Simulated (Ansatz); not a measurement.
Relaxation of CH6INOSi (11 atoms, charge 0, multiplicity 1), to a largest force component of 0.015 eV/Å in at most 40 steps.

Computed with Ansatz, RKS CAM-B3LYP-D4/def2-SVP.

```xyz
11
Properties=species:S:1:pos:R:3
N -1.180 0.638 -0.940
C -0.068 -0.210 -1.079
Si 0.815 -0.501 0.530
O -0.115 -0.875 1.786
I 1.936 1.593 1.189
H -2.092 0.201 -1.102
H -1.152 1.464 -1.596
H 0.661 0.227 -1.827
H -0.408 -1.153 -1.426
H 1.873 -1.563 0.429
H -0.624 -0.131 2.249
```

Question: Where does it end, and by what steps?

Answer: The forces met the threshold. After 17 steps the energy has fallen by 0.532 eV; H7 moved furthest, 0.99 Å.

```tsv
step	energy less start (eV)	largest force component (eV/Å)	accepted
0	0.0000	2.993	yes
1	-0.2769	0.991	yes
2	-0.3384	0.191	yes
3	-0.3526	0.169	yes
4	-0.3719	0.691	yes
5	-0.4111	0.265	yes
6	-0.4428	0.802	yes
7	-0.4741	0.938	yes
8	-0.4982	0.346	yes
9	-0.4184	0.872	no
10	-0.5213	0.177	yes
11	-0.5293	0.123	yes
12	-0.5310	0.061	yes
13	-0.5316	0.045	yes
14	-0.5319	0.024	yes
15	-0.5320	0.016	yes
16	-0.5319	0.044	no
17	-0.5320	0.007	yes
```

```xyz
11
Properties=species:S:1:pos:R:3
N -1.252 0.476 -0.675
C -0.057 -0.293 -1.038
Si 0.946 -0.423 0.554
O -0.195 -0.640 1.722
I 2.150 1.720 0.846
H -1.989 0.382 -1.371
H -1.033 1.470 -0.608
H 0.512 0.095 -1.902
H -0.365 -1.321 -1.292
H 1.965 -1.491 0.610
H -1.034 -0.283 1.371
```

Whether the end is a true minimum wasn't checked by a vibrational analysis.

Run time: 99 s on 2 threads of Arm Neoverse V1, with other jobs on the host, peak memory 0.37 GiB.
